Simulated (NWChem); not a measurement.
# H₂Ge in NWChem

```xyz
3

Ge     0.0000     0.0000     0.0664
H     -1.1425     0.0000    -1.0616
H      1.1425     0.0000    -1.0616
```
Charge 0, spin multiplicity 1.

The numbers come from NWChem runs, not from measurements. All single points use one geometry, from B3LYP/def2-SVP, a minimum by its harmonic frequencies.

Symmetry labels belong to the abelian group C2v used in the runs, with the axes of the coordinates shown.

The Hamiltonian is non-relativistic. The structure started from a generated list of species.

Question: List the lowest 6 singlet excitations that TD-PBE0/def2-SVPD gives, with oscillator strengths.

Answer: 
```tsv
state	symmetry	energy (eV)	wavelength (nm)	f
1	b2	2.44	509	0.010
2	a2	4.08	304	0.000
3	a1	6.24	199	0.206
4	b1	6.99	177	0.187
5	a1	7.75	160	0.001
6	b1	8.25	150	0.344
```
